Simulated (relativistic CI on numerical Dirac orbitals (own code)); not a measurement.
**Hyperfine structure of Nd41+, mass number 143**

Calculated at this level of theory: Dirac-Coulomb-Breit CI, KLI orbitals optimised for each configuration, a model potential for QED, unscaled Slater integrals (own radial code, finite nucleus).

CI space (outside the closed core [Ne]): 3s2.3p6.3d, 3s2.3p5.3d2, 3s.3p6.3d2, 3s2.3p6.4s, 3s2.3p6.4p, 3s2.3p6.4d, 3s2.3p5.3d.4s, 3s2.3p6.4f, 3s2.3p5.3d.4p, 3p6.3d3, 3p5.3d4, 3p5.3d3.4s. Double excitations out of closed p, d and f shells are left out; levels of such configurations are missing from the list, as are those of other unlisted configurations, and high levels can miss mixing partners. These lack a partner that the ground configuration has and come out too high: 3s2.3p5.3d.4p.

Nuclear spin I = 7/2, μ = -1.065 μN, Q = -0.61 b (tables of Stone and Pyykkö). The electronic factors are computed for point nuclear moments, without core polarisation or the Bohr-Weisskopf and QED corrections.

```csv
Level,E (eV),A (MHz),B (MHz)
3s2.3p6.3d 2D_3/2,0.000,-15400,-19900
3s2.3p6.3d 2D_5/2,28.366,-6308,-25700
3s2.3p5.3d2 4D°_1/2,189.872,-3848,
3s2.3p5.3d2 4D°_3/2,190.505,-17710,-58700
3s2.3p5.3d2 4G°_9/2,219.258,-15410,103000
3s2.3p5.3d2 4G°_11/2,226.841,-14500,81800
```

Levels with J = 0, under 50 % of one LS term, or S terms without an open s electron are left out. Small factors come from cancelling terms and can be off by tens of per cent or more.

At this charge energies of transitions that change n are usually good to better than 1 %, and those within a shell (Δn = 0) to a few per cent.

Question: Give the hyperfine levels of 3s2.3p6.3d 2D_3/2 relative to its centre of gravity.

Answer: With K = F(F + 1) − I(I + 1) − J(J + 1), E = AK/2 + B[¾K(K + 1) − I(I + 1)J(J + 1)]/[2I(2I − 1)J(2J − 1)]: F = 2: 93300, F = 3: 61310, F = 4: 5385, F = 5: -85830 MHz.

LS names give the leading component of a level, which can be under half, so a name can repeat, a term be missing and a line seem to break the LS rules.
